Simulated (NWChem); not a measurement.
# CH$_{4}$ClGaO; SMILES C[O][GaH][Cl]

```xyz
8

Ga    -0.4235     0.0246    -0.0007
H     -1.9483    -0.2623    -0.0032
Cl     0.3928     1.9998    -0.0022
O      0.8160    -1.2411     0.0047
C      0.5629    -2.6164     0.0035
H      1.0098    -3.0872    -0.8900
H      1.0198    -3.0897     0.8906
H     -0.5149    -2.8725     0.0092
```
Atoms are numbered in this order, from 1.

The geometry was optimised at PBE0/def2-SVP.

Task: Give the principal values of the shielding tensors (ppm) of Ga1, Cl3, O4, C5 from BHandHLYP/pcSseg-1, GIAO (NWChem), with their diamagnetic and paramagnetic parts as GIAO splits them.

Result: 
```
atom     σ11     σ22     σ33  isotropic  diamagnetic  paramagnetic
----  ------  ------  ------  ---------  -----------  ------------
Ga1   1289.9  1487.9  1589.4     1455.7       2639.9       -1184.2
Cl3    749.9   977.4  1057.5      928.3       1149.2        -220.9
O4      71.0   325.4   347.6      248.0        400.0        -152.0
C5      99.0   105.1   181.4      128.5        244.1        -115.6
```
